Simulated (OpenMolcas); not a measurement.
## 3d4 along the 22-electron sequence

| Item | Value |
| --- | --- |
| Program | OpenMolcas 26.06 |
| Method | XMS-CASPT2, IPEA 0.25 Eh, imaginary shift 0.1 Eh |
| Basis | ANO-RCC-VTZP |
| Scalar Hamiltonian | DKH2, point nucleus |
| Spin-orbit coupling | state interaction with AMFI integrals over the reference wave functions, term energies averaged over their components |

Active space for each ion: 4 electrons in 5 orbitals (3d); closed shells correlated by CASPT2: 3s 3p.

Computed levels in cm-1 above 5D0:

| Level | Mn3+ | Fe4+ | Co5+ | Ni6+ | Cu7+ |
| --- | --- | --- | --- | --- | --- |
| 5D1 | 102 | 154 | 220 | 293 | 394 |
| 5D2 | 301 | 450 | 642 | 847 | 1130 |
| 5D3 | 589 | 875 | 1239 | 1620 | 2140 |
| 5D4 | 956 | 1410 | 1983 | 2570 | 3370 |
| 3P0(1) | 21960 | 25520 | 29430 | 31620 | 34360 |
| 3P1(1) | 22580 | 26440 | 30750 | 33360 | 36680 |
| 3H4 | 22610 | 26230 | 30400 | 33060 | 36380 |
| 3H5 | 22830 | 26570 | 30890 | 33730 | 37310 |
| 3H6 | 23080 | 26930 | 31420 | 34430 | 38240 |
| weight of 5D in the lowest level (%) | 100 | 100 | 100 | 99 | 99 |

Measured, with the error of the calculation in %. Measured levels: Mn3+ from Corliss and Sugar, J. Phys. Chem. Ref. Data 6, 1253 (1977); Fe4+ from Corliss and Sugar, J. Phys. Chem. Ref. Data 11, 135 (1982); Co5+ from Sugar and Corliss, J. Phys. Chem. Ref. Data 10, 1097 (1981); Ni6+ from Corliss and Sugar, J. Phys. Chem. Ref. Data 10, 197 (1981).

```tsv
Level	Mn3+	Fe4+	Co5+	Ni6+
5D1	99.0 (+3.2)	142 (+8.0)	204 (+8.0)	279 (+4.8)
5D2	287 (+5.1)	417 (+7.9)	589 (+9.0)	804 (+5.3)
5D3	552 (+6.7)	803 (+8.9)	1125 (+10.1)	1520 (+6.6)
5D4	886 (+8.0)	1283 (+9.9)	1782 (+11.3)	2392 (+7.6)
3P0(1)	20654 (+6.3)	24055 (+6.1)	27166 (+8.3)	30077 (+5.1)
3P1(1)	21279 (+6.1)	24973 (+5.9)	28462 (+8.0)	31836 (+4.8)
3H4	21281 (+6.3)	24932 (+5.2)	28377 (+7.1)	31672 (+4.4)
3H5	21475 (+6.3)	25226 (+5.3)	28806 (+7.2)	32286 (+4.5)
3H6	21679 (+6.4)	25528 (+5.5)	29234 (+7.5)	32877 (+4.7)
```

The fine-structure level 5D4 changes by a factor of 3.53 from Mn3+ to Cu7+. Its fourth root runs 5.56, 6.13, 6.67, 7.12, 7.62, with steps per unit of Z of 0.57, 0.55, 0.45, 0.50; equal steps would mean a (Z - σ)^4 law with constant σ.

3P0(1) changes by a factor of 1.56 over the same range, with steps per unit of Z of +3560, +3910, +2190, +2740 cm-1.

CASPT2 breaks the degeneracy within a term, and the mean is taken; among the terms shown or strongly mixed into the levels shown the widest spread is 1100 cm-1 (3d4 3H, Fe4+). The CASPT2 spread within a term exceeds the gap to the next term for 3d4 3H and 3d4 3P(1), so the order of their levels is uncertain (holds for Mn3+; Fe4+). Computed and measured levels are paired by configuration, term and J; levels that our copy of the source lacks, or whose pairing is in doubt (as where it misses far off the trend of its configuration), stay unpaired and out of the deviations. Levels of configurations outside the active space are missing.

A number in round brackets counts repeated terms of one configuration in the order of the reference energies.
